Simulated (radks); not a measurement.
Results of a calculation; reference values are marked as such.
All-electron atom: neutral gadolinium in [Xe] 4f7 5d1 6s2.

Level of theory: scalar-relativistic Kohn-Sham, PBEsol, spin-polarised, spherical densities, finite nucleus; open shells are filled with parallel spins first (spin-orbit coupling, left out, can overturn this in heavy ions); Fermi nuclear charge, rms radius 5.1569 fm; hard spherical wall at 15 bohr (a radial shooting solver on a logarithmic mesh with Libxc functionals).

Energy parts (eV):
part                      energy
total                 -306584.50
kinetic                329133.00
electron-nucleus      -747972.79
Hartree                118923.83
exchange-correlation    -6668.54

Orbitals (lengths in bohr, moments of r in powers of bohr; <r^-3> diverges for s and p1/2; r(max) is where P^2 peaks):
| orbital | occ. | eigenvalue (eV) | <r^4> | <r^-3> | <1/r> | r(max) |
|---|---|---|---|---|---|---|
| 1s down | 1 | -50073.19 | 1.142e-06 | - | 71.62 | 0.01392 |
| 1s up | 1 | -50073.19 | 1.142e-06 | - | 71.62 | 0.01392 |
| 2s up | 1 | -8267.471 | 0.0001817 | - | 16.61 | 0.07903 |
| 2s down | 1 | -8267.375 | 0.0001817 | - | 16.61 | 0.07903 |
| 2p up | 3 | -7358.850 | 0.0001357 | 11420 | 15.52 | 0.06395 |
| 2p down | 3 | -7358.780 | 0.0001357 | 11420 | 15.52 | 0.06395 |
| 3s up | 1 | -1832.915 | 0.007051 | - | 6.093 | 0.2244 |
| 3s down | 1 | -1830.240 | 0.007024 | - | 6.099 | 0.2243 |
| 3p up | 3 | -1551.354 | 0.007392 | 2392 | 5.729 | 0.2202 |
| 3p down | 3 | -1548.693 | 0.007358 | 2398 | 5.736 | 0.2201 |
| 3d up | 5 | -1178.923 | 0.005906 | 322.8 | 5.437 | 0.1801 |
| 3d down | 5 | -1176.861 | 0.005866 | 323.6 | 5.443 | 0.1800 |
| 4s up | 1 | -370.7530 | 0.1733 | - | 2.571 | 0.5158 |
| 4s down | 1 | -364.6501 | 0.1734 | - | 2.570 | 0.5156 |
| 4p up | 3 | -277.9146 | 0.2271 | 535.5 | 2.363 | 0.5383 |
| 4p down | 3 | -271.8587 | 0.2277 | 534.5 | 2.362 | 0.5381 |
| 4d up | 5 | -149.4401 | 0.3579 | 60.45 | 2.083 | 0.5591 |
| 4d down | 5 | -143.4489 | 0.3626 | 60.20 | 2.079 | 0.5588 |
| 5s up | 1 | -50.9082 | 5.796 | - | 1.002 | 1.191 |
| 5s down | 1 | -47.5316 | 6.194 | - | 0.9835 | 1.204 |
| 5p up | 3 | -28.1887 | 11.66 | 74.81 | 0.8451 | 1.348 |
| 5p down | 3 | -25.5447 | 12.86 | 69.93 | 0.8241 | 1.369 |
| 4f up | 7 | -10.4705 | 2.560 | 8.182 | 1.533 | 0.5664 |
| 4f down | 0 | -5.0946 | 4.294 | 7.782 | 1.487 | 0.5694 |
| 6s up | 1 | -4.3747 | 467.4 | - | 0.3222 | 3.329 |
| 6s down | 1 | -3.7707 | 582.8 | - | 0.3048 | 3.494 |
| 5d up | 1 | -2.9862 | 179.2 | 3.110 | 0.4884 | 1.932 |
| 5d down | 0 | -1.8326 | 327.0 | 2.397 | 0.4386 | 2.037 |
| 6p up | 0 | -1.4111 | 1683 | 4.549 | 0.2321 | 4.454 |
| 6p down | 0 | -1.1375 | 2093 | 3.734 | 0.2173 | 4.713 |
| 7s up | 0 | 0.3345 | 8424 | - | 0.1442 | 8.872 |
| 7s down | 0 | 0.4337 | 8967 | - | 0.1429 | 9.166 |
| 5f down | 0 | 2.0649 | 10370 | 0.009038 | 0.1144 | 9.756 |
| 5f up | 0 | 2.0699 | 10120 | 0.005813 | 0.1154 | 9.669 |

The highest occupied level is 5d up at -2.986 eV. The configuration is held as typed, so some empty levels lie below it. Spin moment in Bohr magnetons: 8. The density falls to 0.001 e/bohr^3 at r = 5.23 bohr. The electron density at the nucleus is 6.573e+05 e/bohr^3 (large components only).
